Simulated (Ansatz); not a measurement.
Input file for Ansatz (an electronic-structure program): R-PBE0/def2-TZVPP on H3InO2 (SMILES [OH][InH][OH]), a point of a torsion scan. Elements past Kr take the def2 small-core potentials; no spin–orbit coupling.

Ansatz 0.2 input:
```yaml
crystal:
  periodic: [false, false, false]
  atoms:
    - {symbol: O, position_ang: [-1.82544717, -0.40372700, 0.34958977]}
    - {symbol: In, position_ang: [-0.14059934, 0.32801991, 0.95471791]}
    - {symbol: O, position_ang: [-0.09838198, 2.26258398, 0.87505667]}
    - {symbol: H, position_ang: [-1.90846487, -0.60858497, -0.58029307]}
    - {symbol: H, position_ang: [1.07799455, -0.62233295, 1.61801036]}
    - {symbol: H, position_ang: [0.67777122, 2.72038238, 1.19214287]}
basis:
  gaussian:
    orbitals: def2-TZVPP
hamiltonian:
  xc: {name: PBE0}
scf: {lower_state_search: off}
```

The head of its log:

```
WARN ansatz: RAYON_NUM_THREADS=1 ignored (pool sized by the plan → 1); use --threads N
Functional definition: PBE0
these checks for a lower state are left out or cut short: stability, starts, cluster_reference, orbital_swaps, neighbouring_geometries, increment
integrals: 0.06 GiB planned
960 factors; their error is unknown
mean field: 0.56 GiB planned
mean field evaluation 1: about -9302.9582 eV, gradient 8.4e1 eV
mean field evaluation 2: about -9243.7001 eV, gradient 1.8e2 eV
```

### Question
Give the final energy of this run.

### Answer
-342.3078 hartree.
